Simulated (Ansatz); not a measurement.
Isolated molecules relaxed with PBE0-D4/def2-TZVP in Ansatz; ΔE leaves out vibrations. CCSD(T)/CBS adds triple-zeta CCSD(T) − MP2 to the extrapolated MP2 energy (def2 sets, frozen cores). DFT in def2-TZVPP. For Ge outer-core shells are correlated without core-valence functions, which leaves a few kJ/mol of doubt a bond. Scalar relativity is left out up to krypton. Each species was taken in one conformer, which may not be the lowest.

`N[CH2][GeH3]` → `[GeH2]` + CH₃NH₂  (germylene formation by 1,1-elimination)

Question: Is it downhill or uphill in electronic energy at CCSD(T)/CBS, and by how much? (An estimate is asked.)

Answer: Ansatz gave: Uphill: ΔE = +35.4 kcal/mol.

Question: What do these levels give: PBE0-D4, r2SCAN0-D4, PBE, r2SCANh, RPA@PBE/def2-TZVPP, CCSD(T)/def2-TZVPP? (An estimate is asked.)

Answer: Computed: PBE0-D4 36.3, r2SCAN0-D4 38.0, PBE 32.6, r2SCANh 37.4, RPA@PBE/def2-TZVPP 33.0, CCSD(T)/def2-TZVPP 36.3 kcal/mol.

Question: What do rigid-rotor, harmonic-oscillator terms from PBE0-D4/def2-TZVP frequencies (298.15 K, 1 bar) make of the CCSD(T)/CBS value? (An estimate is asked.)

Answer: The calculation gave: ΔZPE = -1.6 kcal/mol, ΔH = +34.8 kcal/mol, ΔS = 153 J/(mol·K), ΔG = +24.0 kcal/mol.

Largest T1 diagnostic among the species: 0.012.

From BLYP to BHLYP (50 % exact exchange), in def2-TZVPP and without D4, ΔE moves by +5.9 kcal/mol. In def2-TZVPP, CCSD(T) changes the Hartree–Fock value by +9.3 kcal/mol (the triples alone add +1.4 kcal/mol) and MP2 by +13.2 kcal/mol. The D4 term adds +2.8 kcal/mol with B3LYP and +1.5 kcal/mol with PBE0; it sums over pairs of atoms, weighted by their polarisabilities, and B3LYP, whose exchange is more repulsive, gets the larger term.

B3LYP here is the variant with VWN-RPA as its local correlation; programs differ in this.
